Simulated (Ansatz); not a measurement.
Basis-set series for `CB(F)F`. Charge 0, multiplicity 1. Geometry: relaxed with PBE0-D4/def2-TZVP.

| functional | basis | functions | energy (Eh) | HOMO (eV) | LUMO (eV) |
| --- | --- | --- | --- | --- | --- |
| PBE0-D4 | def2-TZVPP | 166 | -264.42489 | -10.26 | 0.37 |
| PBE0-D4 | def2-QZVPP | 318 | -264.43909 | -10.28 | 0.32 |
| ωB97M-V | def2-TZVPP | 166 | -264.61681 | -12.64 | 1.92 |
| ωB97M-V | def2-QZVPP | 318 | -264.63020 | -12.66 | 1.56 |

Task: Give the rows for def2-SVP. (Estimate.)

Result: Ansatz gave: 
```csv
functional,basis,functions,energy (Eh),HOMO (eV),LUMO (eV)
PBE0-D4,def2-SVP,71,-264.10911,-10.16,0.55
ωB97M-V,def2-SVP,71,-264.29303,-12.53,2.74
```

Positive LUMOs are unbound and depend on the basis.
